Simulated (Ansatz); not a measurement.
One change: `C[CH2][GeH2][CH3]` becomes `[CH3][GeH2][CH2]Br`.

Ansatz, PBE0-D4/def2-TZVP geometries, multiplicity 1. Each molecule was computed in one conformer, which needn't be the lowest.

Scalar relativity is left out up to krypton.

| property | `C[CH2][GeH2][CH3]` |
| --- | --- |
| size of the dipole moment (PBE/def2-TZVPP) / D | 0.78 |
| HOMO–LUMO gap (ωB97M-V/def2-TZVPP) / eV | 12.64 |
| HOMO–LUMO gap (B3LYP/def2-TZVPP) / eV | 8.48 |
| HOMO energy (PBE/def2-TZVPP) / eV | -6.78 |
| HOMO energy (ωB97M-V/def2-TZVPP) / eV | -10.20 |
| size of the dipole moment (B3LYP/def2-TZVPP) / D | 0.75 |

Question: What does the change do to each property? (An estimate is asked.)

Answer: The calculation gave: 
```csv
property,`[CH3][GeH2][CH2]Br`,shift
size of the dipole moment (PBE/def2-TZVPP) / D,1.52,0.74
HOMO–LUMO gap (ωB97M-V/def2-TZVPP) / eV,11.57,-1.07
HOMO–LUMO gap (B3LYP/def2-TZVPP) / eV,6.92,-1.56
HOMO energy (PBE/def2-TZVPP) / eV,-6.36,0.42
HOMO energy (ωB97M-V/def2-TZVPP) / eV,-9.80,0.40
size of the dipole moment (B3LYP/def2-TZVPP) / D,1.60,0.85
```

With PBE0 the HOMO rises by 0.40 eV and the LUMO falls by 1.17 eV, so the gap narrows by about 1.57 eV. PBE moves the HOMO by 0.42 eV and ωB97M-V by 0.40 eV. Dipoles are sizes alone; their direction can turn.

B3LYP here is the variant with VWN-RPA as its local correlation; programs differ in this.

Spin–orbit coupling is left out; it splits and shifts lone-pair levels of the heavy atoms by tenths of an eV.
